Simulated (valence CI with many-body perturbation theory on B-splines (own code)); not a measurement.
Values are calculated unless marked as measured or tabulated.
## W⁵²⁺: what the settings do

Method: configuration interaction combined with many-body perturbation theory (CI+MBPT): four valence electrons over a frozen Dirac-Fock core [Ar], radial functions for each j: 6 s, 6 p, 5 d, 5 f, 1 g, with the one-electron correlation potential Σ1, the two-electron term Σ2, the three-electron term Σ3, Breit, model QED; selected CI, second order for the rest, scaled by the run's own slope (own B-spline code, finite nucleus).

No measured spectrum was set against this ion. As an estimate, large intervals hold to a few tenths of a per cent, small ones and those within an open d or f shell to about a per cent. Only levels of the ground parity were solved; by the run's estimate the other parity begins above the list, which can be wrong where configurations are misplaced.

The reference run has the lowest level (3d3/2^4) J=0 and an ionisation energy of 4920.59 eV. Its largest variational space holds 7994 state functions.

Levels are named by their leading jj configuration (3d3/2^4 stands for four electrons in 3d with j = 3/2), which in mixed levels can hold well under half, so a name can repeat and another be missing. Letters in brackets count levels of one name in rising energy.

Changed runs:
A. correlating orbitals by l 3 3 3 3 1 → 4 4 0 0 0; Breit term on → off
B. selection threshold (hartree) 2e-08 → 1e-06
C. correlating orbitals by l 3 3 3 3 1 → 4 4 0 0 0
D. correlating orbitals by l 3 3 3 3 1 → 2 2 1 1 0; natural orbitals for correlation on → off (bad on purpose)

Excitation energies of the reference run in cm⁻¹, and shifts in cm⁻¹:

```tsv
Level	Reference	A	B	C	D
(3d3/2^3 3d5/2) J=1	516588	+13118	-1.0	-1328	-1234
(3d3/2^3 3d5/2) J=4	612844	+27352	-4.2	-438	-429
(3d3/2^3 3d5/2) J=2	638151	+20404	-3.9	-177	-181
(3d3/2^3 3d5/2) J=3	665569	+21514	-5.7	+79	+27
(3d3/2^2 3d5/2^2) J=0 [a]	1103330	+24874	-0.2	-1567	-1461
(3d3/2^2 3d5/2^2) J=2 [a]	1107890	+28093	-3.1	-1266	-1172
(3d3/2^2 3d5/2^2) J=4 [a]	1126140	+38200	-3.4	-1632	-1528
(3d3/2^2 3d5/2^2) J=3 [a]	1142640	+32980	-4.6	-1407	-1336
(3d3/2^2 3d5/2^2) J=5	1172090	+45045	-6.0	-1224	-1164
(3d3/2^2 3d5/2^2) J=6	1194950	+54011	-3.1	-1089	-1033
(3d3/2^2 3d5/2^2) J=1	1214350	+31327	-5.3	-391	-368
(3d3/2^2 3d5/2^2) J=3 [b]	1239260	+37735	-6.5	-56	-74
Ionisation energy (eV)	4920.59	+4.52	-8e-05	-0.49	-0.45
```
